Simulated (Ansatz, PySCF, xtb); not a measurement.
Gas-phase reaction R1 → P1 + P2, each structure at its B3LYP-D3(BJ)/def2-TZVP stationary point, reached from a drawn start (curvature not checked).
R1: Cl4Se (SMILES Cl[Se](Cl)(Cl)Cl), charge 0, multiplicity 1.
P1: Cl2Se (SMILES Cl[Se]Cl), charge 0, multiplicity 1.
P2: Cl2 (SMILES ClCl), charge 0, multiplicity 1.

P less R. No zero-point or thermal terms; no spin–orbit coupling.

Correlated levels freeze the cores. In cc and def2 sets filled d and f shells under p-block atoms count as core.

The values were computed with Ansatz (Gaussian basis) for Hartree–Fock, density functionals and correlated methods; PySCF for the D3/D4 terms; xtb for the GFN methods. All values are computed, each at the level named.

Problem. Give the reaction energy at the level GFN1-xTB.

Solution. 24.1 kcal/mol

Problem. What is the computed reaction energy (BLYP-D3(BJ)/def2-TZVPP)?

Solution. 23.0 kcal/mol

Problem. Give the reaction energy at the level SCS-MP2/def2-TZVPP.

Solution. 9.4 kcal/mol

Ansatz is a first-principles code.
